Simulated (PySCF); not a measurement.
C3HBrClF, SMILES FC(Cl)=C=CBr. Atoms are numbered in the order given.

```xyz
7

F     -2.3700    -1.4251     0.4518
C     -1.7005    -0.5129    -0.2419
Cl    -2.7353     0.7089    -0.8837
C     -0.4030    -0.5471    -0.4306
C      0.8894    -0.5428    -0.6080
Br     2.1060     0.3264     0.5737
H      1.4047    -1.0324    -1.4412
```
Charge 0, spin multiplicity 1.

Geometry: r2SCAN-D4/def2-SVP.

Method: PySCF with PBE/pcSseg-1.

GIAO shieldings, no solvent; atoms alike by connectivity are averaged. δ = σ(ref) − σ: ¹⁹F against CFCl3 (σ = 133.6 ppm); ¹³C against TMS (σ = 182.0 ppm); ³⁵Cl against HCl (σ = 936.5 ppm); ¹H against TMS (σ = 31.49 ppm), references at their B3LYP-D3(BJ)/def2-TZVP geometries, non-relativistic (without spin–orbit terms, shifts of atoms bonded to Cl or Br come out too high).

| nucleus | atoms | count | δ (ppm) |
|---|---|---|---|
| ¹⁹F | F1 | 1 | -86.4 |
| ¹³C | C4 | 1 | 203.0 |
| ¹³C | C2 | 1 | 153.2 |
| ¹³C | C5 | 1 | 114.2 |
| ³⁵Cl | Cl3 | 1 | 325.9 |
| ¹H | H7 | 1 | 7.29 |
